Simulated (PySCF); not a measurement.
# ²⁹Si chemical shifts

Calculated, not measured (PySCF 2.14): PBE0/pcSseg-1 with gauge-including orbitals, structure optimised with GFN2-xTB. Equivalent nuclei averaged, non-relativistic, in vacuum, a single conformation.

Shieldings were converted by a linear fit to measured shifts: ²⁹Si (scatter 8.9 ppm rms, 25.8 ppm with the 6 outliers that the fit left out vs TMS, solution or neat liquid). Occasional misses reach two or three times the rms, and more in compound classes unlike the fitted ones.

(1) Give the ²⁹Si shifts of `C[C@@H](O[SiH3])[Si@@](C)(O)[SiH2]N`, `CC[Si@@H](O)[Si@](F)([SiH3])O[SiH3]`, `CC[Si@H](NC)[Si](O)(O)[SiH3]`.

(2) Order these by ²⁹Si shift, lowest first.
A. C[C@H](CF)[SiH]1SCCS1
B. C=C(C)/C(C)=C\N([SiH3])[SiH3]
C. C#CC[C@@H](C/C=N\C)N[SiH3]

Results:

(1) 
```tsv
compound	environment	δ (ppm)
[CH3:1][C@@H:2]([O:3][SiH3:4])[Si@@:5]([CH3:6])([OH:7])[SiH2:8][NH2:9]	Si5: silicon bonded to 2 C, O, Si	-3.7
[CH3:1][C@@H:2]([O:3][SiH3:4])[Si@@:5]([CH3:6])([OH:7])[SiH2:8][NH2:9]	Si4: silicon bonded to O, 3 H	-40.8
[CH3:1][C@@H:2]([O:3][SiH3:4])[Si@@:5]([CH3:6])([OH:7])[SiH2:8][NH2:9]	Si8: silicon bonded to N, Si, 2 H	-58.3
[CH3:1][CH2:2][Si@@H:3]([OH:4])[Si@:5]([F:6])([SiH3:7])[O:8][SiH3:9]	Si5: silicon bonded to F, O, 2 Si	11.5
[CH3:1][CH2:2][Si@@H:3]([OH:4])[Si@:5]([F:6])([SiH3:7])[O:8][SiH3:9]	Si3: silicon bonded to C, O, Si, H	-15.3
[CH3:1][CH2:2][Si@@H:3]([OH:4])[Si@:5]([F:6])([SiH3:7])[O:8][SiH3:9]	Si9: silicon bonded to O, 3 H	-43.2
[CH3:1][CH2:2][Si@@H:3]([OH:4])[Si@:5]([F:6])([SiH3:7])[O:8][SiH3:9]	Si7: silicon bonded to Si, 3 H	-107.8
[CH3:1][CH2:2][Si@H:3]([NH:4][CH3:5])[Si:6]([OH:7])([OH:8])[SiH3:9]	Si6: silicon bonded to 2 O, 2 Si	4.5
[CH3:1][CH2:2][Si@H:3]([NH:4][CH3:5])[Si:6]([OH:7])([OH:8])[SiH3:9]	Si3: silicon bonded to C, N, Si, H	-25.3
[CH3:1][CH2:2][Si@H:3]([NH:4][CH3:5])[Si:6]([OH:7])([OH:8])[SiH3:9]	Si9: silicon bonded to Si, 3 H	-108.4
```

(2) C (-55.3 ppm, silicon bonded to N, 3 H), B (-46.4 ppm, silicon bonded to N, 3 H), A (18.2 ppm, silicon bonded to C, 2 S, H, in a 5-membered ring).
